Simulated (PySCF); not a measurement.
## Working out the ionisation energy of Mo

Mo [Kr] 4d5 5s1 (7S) → Mo⁺ [Kr] 4d5 (6S). Calculation: PySCF 2.14, in def2-SVP with the def2 core potential (28 electrons); a scalar-relativistic core potential. Frozen: 4s2 4p6. Energies in hartree (1 hartree = 27.21139 eV):

```json
{"part": "UHF", "Mo (lower)": "-67.545368", "Mo⁺ (upper)": "-67.313806"}
{"part": "MP2 opposite-spin", "Mo (lower)": "0.000000", "Mo⁺ (upper)": "0.000000"}
{"part": "MP2 same-spin", "Mo (lower)": "-0.052762", "Mo⁺ (upper)": "-0.038157"}
```

Task: What does Hartree-Fock give?

Result: (-67.313806) − (-67.545368) = 0.231562 hartree = 6.301 eV.

Task: What do MP2 and SCS-MP2 (6/5 opposite-spin, 1/3 same-spin) give?

Result: The opposite-spin parts differ by 0.000 eV and the same-spin parts by 0.397 eV. MP2: 6.301 + (0.000) + (0.397) = 6.698 eV. SCS-MP2: 6.301 + 1.2 × (0.000) + (0.397)/3 = 6.433 eV.

Measured between the centres of the two terms (NIST): 7.092 eV, so MP2 (valence) is off by -0.394 eV.

A double-zeta basis recovers only part of the correlation energy.

What remains against the reference includes basis incompleteness, the frozen core and correlation beyond second order.
